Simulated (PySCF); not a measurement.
# Potential energy of CaCd⁺ along the bond

Set-up: Ca def2-SVP, Cd def2-SVP with ECP28; scalar-relativistic core potentials (PySCF 2.14). Energies in eV from Ca⁺ + Cd in their ground configurations at the same level. State: ²Σ⁺ (doublet), unpaired electrons σ ↑.

```csv
R (Å),UHF
2.888,0.0782
3.022,-0.1202
3.156,-0.2472
3.257,-0.3077
3.358,-0.3459
3.459,-0.3668
3.593,-0.3750
3.761,-0.3637
3.962,-0.3321
4.231,-0.2780
```

Put a parabola through the three lowest points of the UHF curve and estimate Re, k and ωe (reduced mass 29.58 u; 1 eV/Å² = 0.16022 mdyn/Å; ωe = 1302.8·√(k/μ) cm⁻¹).

Through R = 3.459, 3.593, 3.761 Å the second-order coefficient is 0.425 eV/Å², so Re ≈ 3.598 Å, k ≈ 0.136 mdyn/Å and ωe ≈ 88 cm⁻¹. A polynomial fit of higher order to the unrounded UHF energies gives Re = 3.586 Å, k = 0.142 mdyn/Å, ωe = 90.1 cm⁻¹; anharmonicity and rounding make the difference.

The higher-order fit for each curve: UHF: Re = 3.586 Å, ωe = 90.1 cm⁻¹, De = 0.375 eV.

Spin–orbit coupling is left out. For an ion De counts to the pair picked by the measured ionisation energies or electron affinities, which need not be the lowest pair at this level. Hartree–Fock leaves out correlation, which carries a large part of most bond energies and some tenths to 1 eV of ionisation energies. The state was picked by a PBE0 search and need not be the measured ground state.
